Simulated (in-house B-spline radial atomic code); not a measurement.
Results of a calculation; reference values are marked as such.
## As VI (As5+) at several levels of theory

Ground configuration [Ar] 3d10. All numbers come from a B-spline radial code for spherical atoms, all electrons, at the radial basis limit. Mean-field, RPA, GW and linear-response runs are scalar-relativistic (one-electron X2C), no spin-orbit coupling, without Breit or QED terms, open shells spin-polarised at highest spin; the many-body runs on Dirac-Hartree-Fock orbitals are four-component, and their energies hold both.

**Ionisation energy.** The reference is 121.19 ± 0.06 eV (NIST, measured). It runs between the lowest fine-structure levels, while the runs without spin-orbit coupling give shell averages, so part of their difference is this splitting, and a close match can be a cancellation.

```
                                              method  value (eV)  minus reference (eV)
                    minus the highest LDA VWN5 level      107.56                -13.63
                         minus the highest PBE level      107.21                -13.98
                                         G0W0 on PBE      121.66                 +0.47
                      minus the highest r2SCAN level      107.98                -13.21
                        minus the highest PBE0 level      111.55                 -9.64
                                        G0W0 on PBE0      121.72                 +0.53
             minus the highest B3LYP (VWN-RPA) level      110.82                -10.37
                   minus the highest CAM-B3LYP level      112.83                 -8.36
                     minus the highest LC-wPBE level      112.98                 -8.21
                minus the highest Hartree-Fock level      123.26                 +2.07
                                G0W0 on Hartree-Fock      121.83                 +0.64
Dirac-Fock + self-energy with TDHF screening (3d5/2)      121.18                 -0.01
```

Task: Which methods come closest, and which lies farthest off?

Result: Closest: Dirac-Fock + self-energy with TDHF screening (3d5/2) (-0.01 eV) and G0W0 on PBE (+0.47 eV). Farthest: minus the highest PBE level (-13.98 eV). The TDHF-screened form was chosen among four for its agreement on 13 closed-shell atoms.

**Static dipole polarisability and C6** of two like species, by linear response (no reference value is at hand):

| method | α (bohr³) | C6 (hartree·bohr⁶) |
| --- | --- | --- |
| LDA VWN5 | 0.5643 | 0.9404 |
| PBE | 0.565 | 0.9411 |
| PBE0 | 0.5474 | 0.9085 |
| B3LYP (VWN-RPA) | 0.5541 | 0.9203 |
| CAM-B3LYP | 0.5551 | 0.9221 |
| LC-wPBE | 0.5628 | 0.9381 |
| TDHF | 0.5095 | 0.8379 |
| relativistic RPA (four-component TDHF) | 0.5096 | 0.8382 |

Task: What mean excitation energy do α and C6 imply in London's formula C6 = (3/4) α² ω?

Result: LDA VWN5: ω = 3.938 hartree; relativistic RPA (four-component TDHF): ω = 4.304 hartree. A method that puts the excitations lower gives a larger α and a smaller ω.

Run times on one thread of shared hosts: mean field, RPA, SOSEX and G0W0 on PBE, 1.7 s (Arm Neoverse V2); TDDFT with PBE, 1.5 s (Arm Neoverse N1); removal energies by the self-energy, 32 s (Arm Neoverse N1).
